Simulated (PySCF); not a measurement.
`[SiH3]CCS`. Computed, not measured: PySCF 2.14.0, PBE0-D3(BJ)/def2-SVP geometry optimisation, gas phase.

```
atom  x, y, z in Å
Si1    1.8291    0.1615   -0.0202
C2    -0.0141    0.1317   -0.4417
C3    -0.8867   -0.4241    0.6728
S4    -2.6563   -0.5625    0.2580
H5     2.3233   -1.2253    0.2463
H6     2.6095    0.7440   -1.1539
H7     2.0698    0.9875    1.2041
H8    -0.1574   -0.4588   -1.3621
H9    -0.3227    1.1623   -0.6903
H10   -0.5956   -1.4571    0.9220
H11   -0.7789    0.1611    1.5996
H12   -2.8709    0.7575    0.0694
```

(1) Where is the centre of mass (commonest isotopes), and what is the radius of gyration?

(2) Which two atoms are farthest apart?

(3) How far are the heavy atoms from their best plane (unweighted least squares)?

(4) What are the angles H5–Si1–H7, C2–Si1–H7, C3–C2–H8, Si1–C2–H8, H8–C2–H9, C2–C3–H10, S4–C3–H10, C2–C3–S4?

(5) Write the matrix of distances between heavy atoms (Å, lower triangle).

## Answers

(1) Mass 92.012 u; centre at (-0.459, -0.177, 0.123) Å; Rg = √(Σ m r²/M) = 2.006 Å. As Ia + Ib + Ic = 2 Σ m r², the three principal moments sum to 740.2 u·Å².

(2) H6···H12 and S4···H6, 5.615 Å down to 5.606 Å.

(3) 0.027 Å rms; Si1 0.03, C2 0.03, C3 0.03, S4 0.03 Å (magnitudes).

(4) From the scalar product of the two bond vectors; for H5–Si1–H7 it is -0.7003 Å² over 1.4962 × 1.4964 Å², cos θ = -0.3128. H5–Si1–H7 108.2°; C2–Si1–H7 110.4°; C3–C2–H8 110.0°; Si1–C2–H8 108.7°; H8–C2–H9 106.0°; C2–C3–H10 110.9°; S4–C3–H10 103.7°; C2–C3–S4 114.7°.

(5) 
```
Si1   0.000
C2    1.891  0.000
C3    2.863  1.521  0.000
S4    4.552  2.820  1.823  0.000
```

Stationary, but not proved a minimum. One conformer, not necessarily the lowest.
